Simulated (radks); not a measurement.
Spherical jellium clusters: N electrons in a uniform positive sphere of charge N and radius rs N^(1/3), rs = 5.16 bohr. Method: non-relativistic Kohn-Sham, PBEsol, spin-polarised, spherical densities; computed with a radial shooting solver with Libxc functionals. Levels are named by radial order and angular momentum (1s, 1p, 1d, 2s, ...), and open shells are averaged over m.

N = 10, configuration 1s2 1p6 1d(up 2, down 0). This is the lowest configuration that the search found. Occupied levels:

| level | occupation | eigenvalue (eV) | <r> (bohr) |
|---|---|---|---|
| 1s up | 1 | -3.5766 | 7.462 |
| 1s down | 1 | -3.4772 | 6.969 |
| 1p up | 3 | -2.9455 | 8.640 |
| 1p down | 3 | -2.7518 | 8.378 |
| 1d up | 2 | -2.1113 | 9.609 |

Energy (eV): total -17.3375, kinetic 11.361, external -291.01, Hartree 144.54, exchange-correlation -29.098, background 146.87.
